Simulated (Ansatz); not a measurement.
Saddle point of CH$_{7}$ClGe, closed shell (CH₆Ge ([CH3][GeH3]) + HCl → GeH₃Cl ([Cl][GeH3]) + CH₄; bonds formed: Ge1–Cl7, C2–H6; bonds broken: Ge1–C2, H6–Cl7), PBE0-D4/def2-TZVP structure:

Ge1  (-0.401, 0.402, -1.000)
C2  (0.376, -0.808, 0.728)
H3  (-1.840, 0.858, -0.816)
H4  (0.664, 1.269, -1.655)
H5  (-0.421, -0.969, -1.733)
H6  (0.199, 0.422, 0.803)
Cl7  (-0.019, 2.190, 1.013)
H8  (-0.478, -1.482, 0.727)
H9  (1.219, -1.202, 0.163)
H10  (0.701, -0.680, 1.769)
(Å)

Energies are electronic, without zero-point energy. Barriers and step energies count from the start structure reached by relaxing down the imaginary mode; all methods use the PBE0-D4 structures, on which another method's saddle can fall below an end. Computed with Ansatz 0.2.0 (basis: def2-TZVPP, with def2-QZVPP for the basis limit); correlated methods freeze the cores. Filled d shells of the heavier atoms are correlated. The def2 sets are not built for correlating such inner shells, so the correlated values are less sure here. B3LYP uses VWN-RPA correlation. Extrapolation: Hartree–Fock as exp(−7.88 √X), correlation as X^−2.97.

```
      method  barrier (kJ/mol)  step energy (kJ/mol)
       SPW92                 ?                 -70.6
      PBE-D4             152.8                 -82.1
     BLYP-D4             165.2                 -86.4
   r2SCAN-D4             160.4                 -88.3
      B97M-V             175.3                 -91.6
     PBE0-D4             165.3                 -85.4
    B3LYP-D4             174.7                 -88.9
  r2SCAN0-D4             169.5                 -89.5
    BHLYP-D4             187.4                 -94.3
CAM-B3LYP-D4                 ?                 -87.8
     wB97X-V             182.1                 -88.5
     wB97M-V             176.7                 -87.7
      B2PLYP             183.6                 -89.4
    PBE-QIDH             177.7                 -86.7
  RPA on PBE             195.9                 -80.3
          HF             222.3                -107.9
         MP2                 ?                 -82.8
        CCSD             200.0                 -83.3
     CCSD(T)             192.2                 -81.2
```

Question: Fill in the withheld barriers. (An estimate is asked for; the value comes from the calculation.)

Answer: The calculation gives: CAM-B3LYP-D4 183.3; SPW92 133.3; MP2 185.0 kJ/mol. Each is the energy of the saddle less that of the start structure, by the same method.

For comparison, the barrier by CCSD(T) at an estimated basis limit (MP2 extrapolated from triple and quadruple zeta, plus CCSD(T) − MP2 in triple zeta) is 183.2 kJ/mol.

T1 diagnostic: at most 0.011. The end structure is not quite a true minimum (one mode of 27i cm⁻¹).

Labels in which every atom is bracketed show which atoms are joined, not bond orders.

For scale, one of the runs: CCSD(T)/def2-TZVPP, 219 basis functions, launched by `ansatz run in.yaml --threads 3 --pin off --events-out ev --progress --plain --max-ram 6092MiB`. Hardware: 3 CPU threads of an Intel Xeon, shared host. Wall time 51 s; peak host memory 3.5 GiB.
